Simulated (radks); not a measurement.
Values are calculated unless marked as measured or tabulated.
Polarisability of the neodymium ion Nd6+, [Kr] 4d10 4f2 5s2 5p4, at imaginary frequency. Code: a radial shooting solver on a logarithmic mesh with Libxc functionals. Model: scalar-relativistic Kohn-Sham, LDA (Slater exchange, VWN5 correlation), spin-polarised, spherical densities, finite nucleus; open shells are filled with parallel spins first (spin-orbit coupling, left out, can overturn this in heavy ions); Fermi nuclear charge, rms radius 4.9123 fm. Response by self-consistent Sternheimer equations with the Hartree and adiabatic LDA kernel, the relativistic mass of each level held fixed and spin-orbit coupling left out.

w (hartree)  alpha1(iw) (bohr^3)
0.00266                    3.669
0.0143                     3.669
0.0360                     3.667
0.0697                     3.659
0.118                      3.641
0.186                      3.600
0.280                      3.516
0.413                      3.355
0.605                      3.068
0.892                      2.604
1.35                       1.969
2.12                       1.278
3.59                      0.6957
6.94                      0.2912
17.5                     0.07041

Static values: alpha1 = 3.669 bohr^3 (0.5437 angstrom^3; uncoupled 6.289). C6 = 15.48, triple-dipole C9 = 40.15 atomic units. One-pole (London) frequency 4 C6 / (3 alpha1^2) = 1.533 hartree, against 3.047 for minus the highest occupied eigenvalue.
